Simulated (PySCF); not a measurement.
Gas-phase reaction: 2 Ge₃H₈ + Si + 5 SiH₄ = 6 H₃SiGeH₃. Level: PBE0/def2-QZVP†; standard pressure 1 bar.

Method: PySCF energies plus ideal-gas RRHO corrections (1 bar). † marks an energy on the PBE0/def2-TZVP geometry and frequencies. Open shells (unrestricted): Si (multiplicity 3, electronic degeneracy 9); the rest are closed-shell singlets. Spin-orbit splitting is ignored; it lowers the true energy and changes the entropy of Si. Ge: all electrons, no relativistic terms. The harmonic model lacks anharmonicity and excited electronic states, which grow with temperature; levels with a mode under 35 cm⁻¹ are left out. Internal rotation in Ge₃H₈, H₃SiGeH₃ is treated as a harmonic vibration of one conformer, which makes the entropy rough.

```tsv
T (K)	1000/T (1/K)	log10 K
600	1.6667	22.59
800	1.2500	14.42
1000	1.0000	9.58
1200	0.8333	6.39
1400	0.7143	4.14
1600	0.6250	?
```

### Question
Fit log10 K = a + b·(1000/T) to the five rows, get the mean ΔH° and ΔS°, and predict log10 K at 1600 K.

### Answer
Means: 1000/T = 1.0929, log10 K = 11.424. Sums of products about the means: Sxy = 11.11358, Sxx = 0.573287, so b = Sxy/Sxx = 19.39 and a = 11.424 − (19.39)×1.0929 = -9.77.
ΔH° = −R ln 10 × 1000 K × b = −19.145 × (19.39) = -371 kJ; ΔS° = R ln 10 × a = -187 J/K. The run's own values go from -377 kJ and -197 J/K at 600 K to -355 kJ and -175 J/K at 1600 K.
Prediction at 1600 K: -9.77 + (19.39)×0.6250 = 2.35. The computed value is 2.47, 0.12 from the line.
For scale, ΔH°(298 K) is -383 kJ at this level, -360 kJ at ωB97M-V/def2-TZVP†, and runs from -465 to -228 kJ over the 18 levels computed.
